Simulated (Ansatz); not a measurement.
Reaction (substitution at a C–C bond): `CC1(C)C=C1F` + `[OH][Mg][O][SiH3]` → `C[O][Mg][O][SiH3]` + `CC1C=C1F`

Computed with Ansatz on PBE0-D4/def2-TZVP structures; ΔE is electronic, products minus reactants. CCSD(T)/CBS adds triple-zeta CCSD(T) − MP2 to the extrapolated MP2 energy (def2 sets, frozen cores). DFT in def2-TZVPP. B3LYP here is the variant with VWN-RPA as its local correlation; programs differ in this. For Mg outer-core shells are correlated without core-valence functions, which leaves a few kJ/mol of doubt a bond. Each species was taken in one conformer, which may not be the lowest.

CCSD(T)/CBS gives +0.72 eV.

Question: Another level gave +0.65 eV. Which?
A. B3LYP/def2-TZVPP
B. CCSD(T)/def2-TZVPP
C. PBE0/def2-TZVPP
D. MP2/def2-TZVPP

Answer: C. PBE0 0.65, B3LYP 0.57, CCSD(T)/def2-TZVPP 0.71, MP2/def2-TZVPP 0.80 eV.

Largest T1 diagnostic among the species: 0.011.

The D4 term adds +0.06 eV with B3LYP and +0.04 eV with PBE0; it sums over pairs of atoms, weighted by their polarisabilities, and B3LYP, whose exchange is more repulsive, gets the larger term. In def2-TZVPP, CCSD(T) changes the Hartree–Fock value by +0.19 eV (the triples alone add +0.02 eV) and MP2 by +0.28 eV.
